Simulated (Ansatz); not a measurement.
One geometry of In11As11H28⁺, a nanocrystal cut from wurtzite InAs (hydrogen-capped), several levels of theory.

```yaml
crystal:
  periodic: [false, false, false]
  atoms:
    - {symbol: In, position_ang: [0.380782, -4.971772, -0.079043]}
    - {symbol: As, position_ang: [0.430873, -4.588082, 2.649952]}
    - {symbol: In, position_ang: [0.454625, -2.528569, -3.290797]}
    - {symbol: As, position_ang: [-1.570612, -0.909007, -4.111968]}
    - {symbol: As, position_ang: [0.383227, -2.335650, -0.679325]}
    - {symbol: In, position_ang: [-1.860414, -1.075615, 0.044768]}
    - {symbol: In, position_ang: [0.456770, -2.192580, 3.888164]}
    - {symbol: As, position_ang: [-1.588253, -0.919131, 2.729838]}
    - {symbol: In, position_ang: [-1.965089, 1.653427, -3.289336]}
    - {symbol: As, position_ang: [-1.832527, 1.497627, -0.677601]}
    - {symbol: In, position_ang: [-4.116253, 2.813185, -0.073225]}
    - {symbol: In, position_ang: [-1.665270, 1.488068, 3.889416]}
    - {symbol: As, position_ang: [-3.754429, 2.665153, 2.654692]}
    - {symbol: As, position_ang: [2.491107, -0.886797, -4.084450]}
    - {symbol: In, position_ang: [2.649404, -1.204606, 0.124730]}
    - {symbol: As, position_ang: [2.480530, -0.878900, 2.767547]}
    - {symbol: In, position_ang: [2.879610, 1.664114, -3.234018]}
    - {symbol: As, position_ang: [0.473941, 2.599290, -4.082916]}
    - {symbol: As, position_ang: [2.373323, 1.368305, -0.668544]}
    - {symbol: In, position_ang: [0.282047, 2.893206, 0.123051]}
    - {symbol: In, position_ang: [2.884210, 1.663684, 3.680569]}
    - {symbol: As, position_ang: [0.481195, 2.585670, 2.766134]}
    - {symbol: H, position_ang: [-1.186167, -5.643472, -0.421448]}
    - {symbol: H, position_ang: [1.952168, -5.613440, -0.465005]}
    - {symbol: H, position_ang: [-0.696825, -5.367444, 3.327111]}
    - {symbol: H, position_ang: [1.569551, -5.389393, 3.281401]}
    - {symbol: H, position_ang: [0.505310, -4.002277, -4.216235]}
    - {symbol: H, position_ang: [-2.838435, -1.643288, -3.681948]}
    - {symbol: H, position_ang: [-1.803933, -1.042875, -5.618228]}
    - {symbol: H, position_ang: [-3.308964, -1.913500, -0.459715]}
    - {symbol: H, position_ang: [0.410016, -2.296849, 5.624985]}
    - {symbol: H, position_ang: [-2.822100, -1.630531, 3.291091]}
    - {symbol: H, position_ang: [-3.217413, 2.431147, -4.215330]}
    - {symbol: H, position_ang: [-5.480683, 1.790029, -0.412454]}
    - {symbol: H, position_ang: [-3.888071, 4.494632, -0.461691]}
    - {symbol: H, position_ang: [-1.776578, 1.498781, 5.626282]}
    - {symbol: H, position_ang: [-4.993269, 2.081313, 3.334309]}
    - {symbol: H, position_ang: [-3.875933, 4.053194, 3.283999]}
    - {symbol: H, position_ang: [2.688652, -0.975819, -5.598658]}
    - {symbol: H, position_ang: [3.771587, -1.628426, -3.709874]}
    - {symbol: H, position_ang: [4.109626, -1.912754, -0.521608]}
    - {symbol: H, position_ang: [3.694430, -1.670426, 3.263585]}
    - {symbol: H, position_ang: [4.238056, 2.451853, -3.972869]}
    - {symbol: H, position_ang: [0.494970, 2.812020, -5.597515]}
    - {symbol: H, position_ang: [0.468869, 4.079679, -3.711020]}
    - {symbol: H, position_ang: [3.588983, 2.072334, -0.056225]}
    - {symbol: H, position_ang: [0.400739, 4.510879, -0.525306]}
    - {symbol: H, position_ang: [2.793222, 1.612365, 5.417340]}
    - {symbol: H, position_ang: [4.116705, 2.373200, 2.671856]}
    - {symbol: H, position_ang: [0.402490, 4.032550, 3.262533]}
basis:
  gaussian: {orbitals: def2-TZVP, fitting: {mean_field: def2-universal-jkfit}, initial_orbitals: start.molden}
total_charge: 1
magnetization: {spin_polarized: true, initial_magnetization: 1}
hamiltonian: {xc: pbe, dispersion: d4}
scf: {omitted_lower_state_checks: [starts]}
output: {orbitals: {seedname: orbitals}}
```

The file start.molden holds the orbitals of an earlier run on this structure, at another level or in another basis.

```sh
$ ansatz run in.yaml --threads 11 --pin off --events-out ev --progress --plain --max-ram 174080MiB --backend cuda --devices 0, --max-vram 75GiB
```

Shortened log:

```
Functional definition: PBE
5828 factors; integrals over basis functions are off by at most 6.3e-1 eV
mean field evaluation 1: about -726528.8522 eV, gradient 2.1e1 eV
mean field evaluation 2: about -726529.8624 eV, gradient 1.3e0 eV
mean field evaluation 4: about -726529.9232 eV, gradient 2.9e-1 eV
mean field evaluation 8: about -726529.9259 eV, gradient 1.5e-5 eV
mean field evaluation 16: about -726529.9259 eV, gradient 5.4e-6 eV
mean field -726529.92593980 eV, -26699.4823186163 hartree, gradient 2.8e-6 eV, S^2 0.751280; 0 other end points of the search recorded, 0 dependent functions left out
reference -726529.92612068 eV, -26699.4823252636 hartree; 311, 310 occupied and 935, 936 virtual orbitals, 5828 factors
Total energy: -726533.78959090 eV, -26699.6243051755 hartree
Checks for a lower state left out: starts
```

Run time 41 s (11 threads of AMD EPYC 7R13 on a shared host and a whole NVIDIA H100 80GB HBM3), peak host memory 2.3 GiB.

The first input with `gaussian: {orbitals: def2-TZVP, fitting: {mean_field: def2-universal-jkfit}}`, `hamiltonian: {xc: pbe0, dispersion: d4}` (abridged; 61 s):

```
Functional definition: PBE0
mean field evaluation 16: about -726550.1828 eV, gradient 3.6e-2 eV
mean field evaluation 32: about -726550.1830 eV, gradient 1.4e-4 eV
mean field -726550.18301988 eV, -26700.2267525786 hartree, gradient 1.1e-5 eV, S^2 0.756497
Total energy: -726553.75316330 eV, -26700.3579529294 hartree
Checks for a lower state left out: starts
```

Geometry: PBE-D4/def2-SVP, that of the neutral singlet.

In the def2 sets In takes a core potential; there is no spin–orbit coupling. Single mean-field runs in def2-TZVP are fitted with def2-universal-jkfit. At PBE-D4/def2-TZVP the gap within one spin of the charge 1 doublet nearly closes, so an electron or hole may be smeared out by delocalisation error.
